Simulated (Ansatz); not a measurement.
A structure relaxed at PBE-D4/def2-SVP in Ansatz, charge 0, singlet:

Cartesian coordinates in Å:
```
Nb 1.6346 -0.0186 -0.0108
Nb -0.8041 -1.3290 0.7482
Nb -1.0970 1.7182 -0.5783
Se 3.9663 -0.7668 -0.5249
Se 1.0569 2.4746 0.3351
Se 0.3434 0.6177 -2.3792
Se 0.9139 -0.4683 2.3339
Se 0.8809 -2.3061 -0.8204
Se -2.3476 0.6755 1.2899
Se -1.7622 -0.4393 -1.7510
Se -1.4545 -3.4746 1.8774
Se -2.1594 3.8808 -1.2542
H 4.4375 0.5405 0.0434
H -0.1679 -4.2142 1.9475
H -3.4408 3.1098 -1.2566
```

Problem. Give its formula.

Solution. Nb3H3Se9.

Problem. Summarise the bond lengths by kind (pairs closer than 1.2 times the sum of covalent radii, bridged metal pairs left out).

Solution. 15 × Nb–Se 2.46 to 2.82 Å; 1 × Se–Se 2.44 Å; 3 × H–Se 1.49 to 1.50 Å.

In the def2 sets Nb takes a core potential; there is no spin–orbit coupling. The relaxation made no stability test and no search for a lower SCF solution.
